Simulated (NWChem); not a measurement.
System: BCl cation, doublet

```xyz
2

B      0.0000     0.0000    -1.2134
Cl     0.0000     0.0000     0.3903
```
Atoms are numbered in this order, from 1.

Geometry: optimised at PBE0/def2-SVP, spin-unrestricted. No stability test was run on the SCF state.

Task: List the 6 lowest vertical excitations from LRC-wPBEh/aug-cc-pVDZ, spin-unrestricted, TDA (NWChem).

Result: 
| state | energy (eV) | oscillator strength | <S²> |
|---|---|---|---|
| state 1 | 4.82 | 0.008 | 0.78 |
| state 2 | 4.82 | 0.008 | 0.78 |
| state 3 | 5.50 | 0.030 | 0.79 |
| state 4 | 5.50 | 0.030 | 0.79 |
| state 5 | 6.11 | 0.004 | 2.65 |
| state 6 | 6.25 | 0.000 | 2.28 |
